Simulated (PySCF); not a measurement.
## Working with the constants of SnH

UHF-CCSD(T) constants of SnH, ²Π (doublet), unpaired electrons π ↑ (PySCF, scalar-relativistic core potentials, basis sets Sn cc-pVTZ-PP with ECP28, H cc-pVTZ; masses 119.9022 and 1.0078 u):

```
ωe           : 1731.7 cm⁻¹
ωexe         : 27.6 cm⁻¹
Be           : 5.3594 cm⁻¹
αe           : 0.134 cm⁻¹
De to Sn + H : 2.66 eV
```

Question: What force constant and bond length do these constants imply?

Answer: Reduced mass μred = 0.99942 u; k = 5.8918×10⁻⁷·μred·ωe² (u, cm⁻¹, mdyn/Å) = 1.77 mdyn/Å; Re = √(16.8576/(μred·Be)) (u, cm⁻¹, Å) = 1.774 Å.

Question: Estimate the centrifugal constant D from the Kratzer relation and find the Dunham coefficient a1.

Answer: D = 4Be³/ωe² = 0.000205 cm⁻¹; a1 = −1 − αeωe/(6Be²) = -2.35.

Correlated steps freeze 4 core orbitals. Spin–orbit coupling is left out, which matters for elements this heavy, above all for dissociation energies. The state is the lowest determinant that a PBE0 search found; another state may lie lower at other levels.
